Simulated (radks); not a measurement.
Question: The table gives one normalised radial function P(r) = r R(r) of Ge28+ in [He] 2s2 (r in bohr). Calculated with a radial shooting solver on a logarithmic mesh with Libxc functionals: non-relativistic Kohn-Sham, LB94 model potential, spin-polarised, spherical densities, point nucleus.

r             P
0.004521  1.3994
0.006029  1.7786
0.008042  2.2246
0.01073   2.7235
0.01431   3.2407
0.01908   3.7128
0.02545   4.0447
0.03394   4.1209
0.04527   3.8408
0.06038   3.1792
0.08053   2.2464
0.1074    1.2854
0.1433    0.5564
0.1911    0.1664
0.2548    0.0304
0.3399    0.0029
0.4533    0.0001
0.6046    0.0000

Which n and l does it have? It may be an empty orbital.

Answer: n = 1, l = 0: the number of nodes gives n - l - 1 = 0, the rise at small r (about r^(l+1)) gives l, and the extent must fit the shell. The curve is that of 1s. 1s: eigenvalue -12976.3 eV, 0 radial nodes, <r> = 0.0475 bohr, 90 % of the charge inside 0.0844 bohr.
